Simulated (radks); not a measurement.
Fractional charge and spin in the 5p shell of samarium: the spin-up occupation runs from 2 to 3 and the spin-down occupation from 2 to 3; the fullest corner is Sm+, [Kr] 4d10 4f(up 3, down 3) 5s2 6s(up 0.5, down 0.5) 5p(up 3, down 3). Calculated with a radial shooting solver on a logarithmic mesh with Libxc functionals: scalar-relativistic Kohn-Sham, PBEsol, spin-polarised, spherical densities, finite nucleus; Fermi nuclear charge, rms radius of each element as measured or else 0.836 A^(1/3) + 0.57 fm. Energy (eV) minus the two flat planes that join the four corners (they meet along the diagonal where the two added fractions sum to one electron); zero is where a piecewise linear energy would lie.

| down \ up | 2 | 2.5 | 3 |
|---|---|---|---|
| 2 | 0.000 | -1.496 | 0.000 |
| 2.5 | -1.496 | 0.207 | -1.378 |
| 3 | 0.000 | -1.378 | 0.000 |

Corners above the fullest one (they belong to Sm2+ and the next ion): (up 3, down 2) 34.804 eV, (up 2, down 3) 34.804 eV, (up 2, down 2) 81.951 eV. With half an added electron in each spin the energy lies 0.207 eV from the planes, and with half an added electron in spin up alone -1.496 eV. The planes are only a guide here: the flat-plane condition holds for ground states with one frontier orbital, while this shell lies below other occupied shells, so the corners above the fullest one are inner-hole states and not the ground states of those ions.
